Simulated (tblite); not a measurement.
O4Os, triplet, at a GFN2-xTB geometry (such geometries of metal compounds can be far from the true shape) (the multiplicity is a formal guess); tblite 0.6.0 with GFN1-xTB.

Input for tblite:
```
$ tblite run mol.xyz --method gfn1 --charge 0 --spin 2 --efield 0,0,0.1 --json tblite.json --no-restart

# file mol.xyz
5

Os    -0.00000000    -0.00000000    -0.00000000
O      1.25562739     0.85403793    -0.68566191
O      0.90693264    -1.04343838     0.92995844
O     -1.13864707    -1.09252818    -0.53476929
O     -1.02391295     1.28192863     0.29047276
```

### Question
Predict the main parts of the log of this tblite run.

### Answer

```
xTB calculator
 | screened Coulomb repulsion
 | Coulomb electrostatics
 |  * isotropic Klopman-Ohno-Mataga-Nishimoto electrostatics
 |  * onsite third-order electrostatics
 | DFT-D3(BJ) dispersion correction
 | Interactions (1)
 | [1] electric field

halogen bonding energy    0.0000000000000E+00 Eh
repulsion energy          1.1639841326083E-01 Eh
dispersion energy        -1.4319241834545E-03 Eh
interaction energy        0.0000000000000E+00 Eh
number of electrons       3.2000000000000E+01 e
integral cutoff           3.1236740784742E+01 bohr

------------------------------------------------------------
  cycle        total energy    energy error   density error
------------------------------------------------------------
      1     -21.57750095051  -2.1692467E+01   1.0209296E+00
      2     -21.83324660215  -2.5574565E-01   3.1128955E-01
      3     -21.59465779840   2.3858880E-01   2.9841028E-01
      4     -21.82557680898  -2.3091901E-01   1.5996113E-01
      5     -21.86702930383  -4.1452495E-02   4.8977776E-02
      6     -21.87271652273  -5.6872189E-03   3.4757107E-02
      7     -21.87796488101  -5.2483583E-03   1.3346416E-02
      8     -21.87707838425   8.8649676E-04   1.5658004E-02
      9     -21.87764406496  -5.6568071E-04   1.1433814E-02
     10     -21.87739050241   2.5356254E-04   1.3176717E-02
     11     -21.87822010243  -8.2960002E-04   4.3905014E-03
     12     -21.87829887236  -7.8769928E-05   2.1630580E-03
     13     -21.87832054706  -2.1674696E-05   8.2354797E-04
     14     -21.87832412245  -3.5753969E-06   1.3803892E-04
     15     -21.87832421016  -8.7701764E-08   5.3848969E-05
     16     -21.87832422589  -1.5736411E-08   3.3866663E-07
------------------------------------------------------------

electronic energy        -2.1993290714970E+01 Eh
total energy             -2.1878324225893E+01 Eh

Post processing:
 | Mayer-Wiberg bond orders

[Info] JSON dump of results written to 'tblite.json'
```
